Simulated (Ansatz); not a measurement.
One change: `[GeH3][SeH]` becomes `[SH][GeH3]`.

Ansatz, PBE0-D4/def2-TZVP geometries, multiplicity 1. 

Outer-core shells of Ge, Se are correlated without core-valence functions. Scalar relativity is left out up to krypton. Spin–orbit coupling is left out.

```
                                                                                  property  `[GeH3][SeH]`
                                      vertical ionisation energy (CCSD(T)/def2-TZVPP) / eV           9.22
ideal-gas entropy at 298 K and 1 bar (rigid rotor, harmonic PBE0-D4/def2-TZVP) / J/(mol·K)            301
                                                       HOMO energy (B3LYP/def2-TZVPP) / eV          -6.72
                                                        HOMO energy (PBE0/def2-TZVPP) / eV          -6.96
                                                         HOMO energy (PBE/def2-TZVPP) / eV          -5.80
                                                      HOMO–LUMO gap (PBE0/def2-TZVPP) / eV           6.63
```

What does the change do to each property? (Best estimate.)

Computed: 
```
                                                                                  property  `[SH][GeH3]`  shift
                                      vertical ionisation energy (CCSD(T)/def2-TZVPP) / eV          9.68   0.46
ideal-gas entropy at 298 K and 1 bar (rigid rotor, harmonic PBE0-D4/def2-TZVP) / J/(mol·K)           287    -14
                                                       HOMO energy (B3LYP/def2-TZVPP) / eV         -7.07  -0.35
                                                        HOMO energy (PBE0/def2-TZVPP) / eV         -7.32  -0.36
                                                         HOMO energy (PBE/def2-TZVPP) / eV         -6.08  -0.28
                                                      HOMO–LUMO gap (PBE0/def2-TZVPP) / eV          7.33   0.70
```

With PBE0 the HOMO falls by 0.36 eV and the LUMO rises by 0.34 eV, so the gap widens by about 0.70 eV. PBE moves the HOMO by -0.28 eV and ωB97M-V by -0.40 eV.

B3LYP here is the variant with VWN-RPA as its local correlation; programs differ in this.
